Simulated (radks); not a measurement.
The cerium ion Ce4+, configuration [Kr] 4d10 5s2 5p5 6f1 (not the ground configuration). Method: scalar-relativistic Kohn-Sham, PBEsol, spin-polarised, spherical densities, point nucleus; open shells are filled with parallel spins first (spin-orbit coupling, left out, can overturn this in heavy ions); computed with a radial shooting solver on a logarithmic mesh with Libxc functionals.

Normalised radial functions P(r) = r R(r), r in bohr:

```
   r/bohr * 4d down, o 5s up, + 5s down (the largest magnitude, 1.3, reaches the edge; | marks zero, & curves that meet)
 0.002241                             *&
 0.003062                             * &
 0.004217                             * &
 0.005807                             *  &
 0.007934                             *  &
  0.01093                             *  &
  0.01505                             *  &
  0.02056                             * &
  0.02831                             &*
  0.03867                           & | *
  0.05326                         &   |   *
  0.07334                        &    |      *
   0.1002                          &  |          *
    0.138                             |  &           *
     0.19                             |       &      *
   0.2596                             |    & *
   0.3575                     *   &   |
   0.4884       *         &           |
   0.6726  *                     &    |
   0.9262         *                   |          &
    1.265                   *         |                    &
    1.743                          *  |               +o
    2.381                             *      &
    3.278                             *&
    4.515                             &
    6.168                             &
    8.494                             &
     11.7                             &
    15.98                             &
```

4d down: eigenvalue -164.04 eV, 1 radial node at r = 0.307 bohr, <r> = 0.735 bohr, 90 % of the charge inside 1.10 bohr. 5s up: eigenvalue -87.820 eV, 4 radial nodes at r = 0.0302, 0.120, 0.315, 0.748 bohr, <r> = 1.44 bohr, 90 % of the charge inside 2.04 bohr. 5s down: eigenvalue -86.828 eV, 4 radial nodes at r = 0.0302, 0.120, 0.315, 0.748 bohr, <r> = 1.44 bohr, 90 % of the charge inside 2.04 bohr.
